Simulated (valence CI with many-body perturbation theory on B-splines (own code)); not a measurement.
Values are calculated unless marked as measured or tabulated.
Energy levels of Sm XIII

Level of theory: relativistic CI+MBPT: four valence electrons over a frozen Dirac-Fock core [Kr] 4d10, radial functions for each j: 7 s, 7 p, 7 d, 7 f, 4 g, 2 h, with the one-electron correlation potential Σ1, the two-electron term Σ2, the three-electron term Σ3, Breit, model QED; selected CI, second order for the rest, scaled by the run's own slope (own B-spline code, finite nucleus).

No measured levels were compared; by estimate terms of the open shell hold to a few per cent of their energy, and close levels can change places; configurations with another count of f electrons can be misplaced by thousands of cm⁻¹.

Levels 181 to 218 of 218, with energies above the lowest level, 4f2.5s2 3H_4. "Leading %" is the weight of the configuration and term that name the level; weights of strongly mixed levels are sums over their largest components and can fall short.

| No. | Configuration | Term | J | E (cm⁻¹) | Leading % | g | Second component |
| --- | --- | --- | --- | --- | --- | --- | --- |
| 181 | 4f2.5s.5p | 5D° | 2 | 228800 | 47 | 1.199 | 27 % 4f2.5s.5p 5F° |
| 182 | 4f4 | 5G | 3 | 228860 | 70 | 0.881 | 26 % 4f4 3G |
| 183 | 4f4 | 3K | 8 | 228940 | 72 | 1.098 | 13 % 4f4 3L |
| 184 | 4f2.5s.5p | 5D° | 1 | 228960 | 82 | 1.324 | 9 % 4f2.5s.5p 5F° |
| 185 | 4f2.5s.5p | 5G° | 4 | 229040 | 37 | 1.182 | 24 % 4f2.5s.5p 5F° |
| 186 | 4f2.5s.5p | 5G° | 5 | 230620 | 35 | 1.208 | 27 % 4f2.5s.5p 5F° |
| 187 | 4f4 | 3H | 5 | 230650 | 56 | 1.126 | 23 % 4f4 5G |
| 188 | 4f4 | 5G | 4 | 231610 | 74 | 1.072 | 21 % 4f4 3H |
| 189 | 4f2.5s.5p | 5G° | 6 | 232760 | 33 | 1.176 | 20 % 4f2.5s.5p 3I° |
| 190 | 4f4 | 3G | 3 | 233060 | 71 | 0.805 | 25 % 4f4 5G |
| 191 | 4f2.5s.5p | 3G° | 5 | 233130 | 47 | 1.171 | 16 % 4f2.5s.5p 5G° |
| 192 | 4f2.5s.5p | 3G° | 3 | 233960 | 47 | 0.864 | 27 % 4f2.5s.5p 5G° |
| 193 | 4f4 | 5G | 5 | 234170 | 69 | 1.193 | 30 % 4f4 3H |
| 194 | 4f4 | 5G | 6 | 234530 | 51 | 1.250 | 47 % 4f4 3H |
| 195 | 4f4 | 3D | 2 | 234550 | 57 | 1.222 | 22 % 4f4 3P |
| 196 | 4f2.5s.5p | 3G° | 4 | 234570 | 46 | 1.104 | 22 % 4f2.5s.5p 3F° |
| 197 | 4f4 | 3L | 7 | 234600 | 85 | 0.895 | 14 % 4f4 3K |
| 198 | 4f2.5s.5p | 3H° | 6 | 235640 | 43 | 1.156 | 25 % 4f2.5s.5p 5G° |
| 199 | 4f2.5s.5p | 3P° | 0 | 235660 | 91 |  | 7 % 4f2.5s.5p 5D° |
| 200 | 4f4 | 3P | 1 | 236070 | 50 | 0.994 | 45 % 4f4 3D |
| 201 | 4f4 | 3L | 8 | 236150 | 66 | 1.008 | 17 % 4f4 3M |
| 202 | 4f4 | 3H | 6 | 236900 | 51 | 1.242 | 47 % 4f4 5G |
| 203 | 4f2.5s.5p | 3I° | 7 | 237000 | 87 | 1.155 | 9 % 4f2.5s.5p 5H° |
| 204 | 4f2.5s.5p | 3G° | 5 | 237000 | 51 | 1.152 | 34 % 4f2.5s.5p 3H° |
| 205 | 4f4 | 3G | 4 | 237040 | 62 | 1.044 | 15 % 4f4 3H |
| 206 | 4f4 | 3L | 9 | 237550 | 78 | 1.088 | 22 % 4f4 3M |
| 207 | 4f2.5s.5p | 3F° | 2 | 237670 | 42 | 0.996 | 16 % 4f2.5s.5p 5D° |
| 208 | 4f4 | 3M | 8 | 237810 | 47 | 0.953 | 37 % 4f4 1L |
| 209 | 4f2.5s.5p | 3F° | 3 | 237820 | 47 | 1.073 | 15 % 4f2.5s.5p 3G° |
| 210 | 4f4 | 3P | 0 | 238220 | 99 |  |  |
| 211 | 4f4 | 3D | 3 | 238430 | 85 | 1.304 | 10 % 4f4 3F |
| 212 | 4f4 | 1D | 2 | 239200 | 39 | 1.098 | 30 % 4f4 3P |
| 213 | 4f2.5s.5p | 3F° | 4 | 239730 | 37 | 1.145 | 14 % 4f2.5s.5p 3G° |
| 214 | 4f2.5s.5p | 3D° | 1 | 240450 | 74 | 0.538 | 13 % 4f2.5s.5p 5F° |
| 215 | 4f4 | 3G | 5 | 240470 | 73 | 1.177 | 11 % 4f4 3H |
| 216 | 4f4 | 3F | 4 | 240650 | 71 | 1.204 | 12 % 4f4 1G |
| 217 | 4f4 | 3P | 1 | 241480 | 49 | 0.983 | 48 % 4f4 3D |
| 218 | 4f2.5s.5p | 3F° | 2 | 242180 | 76 | 0.757 | 6 % 4f2.5s.5p 1D° |

Names give the largest LS component (configuration and term), which can be under half, so a name can repeat, a term be missing and a line seem to break the LS rules; names also repeat where a configuration has a term twice.

Where two levels of one J and parity lie close, their mixing, g and order are uncertain.
